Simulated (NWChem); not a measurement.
Species: C$_{3}$H$_{5}$ClSi; SMILES C=C=C[SiH2]Cl

```xyz
10

C     -0.2133    -3.2328    -0.4737
C     -0.2773    -2.0764     0.1319
C     -0.3185    -0.9040     0.7185
Si     0.7246     0.5073     0.1001
Cl    -0.4755     2.0593    -0.6174
H      0.5110    -3.9885    -0.1786
H     -0.8875    -3.4806    -1.2904
H     -0.9659    -0.7620     1.5861
H      1.5846     0.0420    -1.0110
H      1.5390     1.0908     1.1940
```
Atoms are numbered in this order, from 1.

All runs use the structure optimised with B3LYP/6-31G* (spherical d).

Question: Give the principal values of the shielding tensors (ppm) of C1, C2, C3, Si4, Cl5 from B3LYP/6-311G** (spherical d), GIAO (NWChem), with their diamagnetic and paramagnetic parts as GIAO splits them.

Answer: 
```csv
atom,σ11,σ22,σ33,isotropic,diamagnetic,paramagnetic
C1,24.9,144.4,167.0,112.1,258.1,-146.0
C2,-78.1,-66.2,9.8,-44.8,257.1,-301.9
C3,17.7,123.1,167.4,102.7,261.2,-158.4
Si4,306.7,359.3,385.5,350.5,879.0,-528.5
Cl5,860.6,948.2,1022.2,943.7,1147.8,-204.2
```
